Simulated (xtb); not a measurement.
I2, charge -1, doublet, geometry from GFN2-xTB (a state made from the parent by changing its charge; the spin is typed, not shown lowest), atoms displaced at random by about 0.02 Å a coordinate. Base run: GFN1-xTB run with xtb.

Here is a job for xtb.
```
$ xtb mol.xyz --gfn 1 --chrg -1 --uhf 1 --opt --json

# file mol.xyz
2

I     -0.05016537     0.01024860    -1.68141370
I     -0.02737946     0.00840005     1.69748591
```

The base run was repeated with changes; each row names its change, and settings that it needs were set with it.

```csv
change,ΔE vs base (kcal/mol),optimiser steps
base,0.000,5
alpb = toluene,-34.22,5
opt level = vtight,-0.001,7
engine = lbfgs,-0.001,-
opt level = crude,0.002,4
alpb = ch2cl2,-45.74,5
opt level = loose,0.002,4
opt level = sloppy,0.002,4
opt level = extreme,-0.001,7
opt level = tight,-0.001,7
```
